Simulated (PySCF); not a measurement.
## How the functional moves excitation energies

C2H2BCl3.
Numbering: `[Cl:1]/[CH:2]=[CH:3]/[B:4]([Cl:5])[Cl:6]` (hydrogens: H7 on C2; H8 on C3)

Linear-response calculations in the def2-SVPD basis (PySCF; singlets by full response, triplets Tamm–Dancoff, core orbitals frozen in the response; HF means time-dependent Hartree–Fock). 'Strongest' is the level of largest summed f among the singlets computed (10 roots, of which the last may lack a degenerate partner); it can jump between rows when another state enters that window. S1 is the lowest singlet of each run and needn't be the same state throughout; f(S1) is that of one state. Geometry: PBE0-D3(BJ)/def2-SVP; no solvent, vibrations or thermal averaging.

| functional | kind | S1 (eV) | f(S1) | strongest (eV) | T1 (eV) | HOMO (eV) | gap (eV) | ionisation energy, ΔSCF (eV) |
| --- | --- | --- | --- | --- | --- | --- | --- | --- |
| LDA | LDA | 4.38 | 0.000 | 4.73 | 3.39 | -7.28 | 3.71 | 10.18 |
| PBE | GGA | 4.47 | 0.000 | 4.77 | 3.30 | -7.12 | 3.77 | 9.97 |
| B3LYP | global hybrid, 20% exact exchange | 5.08 | 0.409 | 5.08 | 3.38 | -7.99 | 5.32 | 10.16 |
| PBE0 | global hybrid, 25% exact exchange | 5.18 | 0.432 | 5.18 | 3.35 | -8.25 | 5.72 | 10.21 |
| BHandHLYP | global hybrid, 50% exact exchange | 5.51 | 0.479 | 5.51 | 3.38 | -9.21 | 7.72 | 10.20 |
| CAM-B3LYP | range-separated hybrid | 5.34 | 0.453 | 5.34 | 3.40 | -9.49 | 8.08 | 10.31 |
| wB97X-D | range-separated hybrid | 5.37 | 0.452 | 5.37 | 3.49 | -10.04 | 9.27 | 10.30 |
| LC-wPBE | range-separated hybrid | 5.56 | 0.472 | 5.56 | 3.33 | -10.87 | 10.47 | 10.48 |
| HF | Hartree–Fock | 6.01 | 0.551 | 6.01 | 3.07 | -10.71 | 11.83 | not settled |

S1 runs from 4.38 eV (LDA) to 6.01 eV (HF), a spread of 1.63 eV, while the orbital gap spreads over 8.1 eV. Along PBE (0%), B3LYP (20%), PBE0 (25%), BHandHLYP (50%), HF (100%) S1 rises with the share of exact exchange. −ε(HOMO) comes closest to its own ΔSCF ionisation energy with wB97X-D (-0.26 eV) and misses most with LDA (-2.90 eV). 'Not settled' means that the ion's SCF failed to converge or may have ended in another state than the lowest.
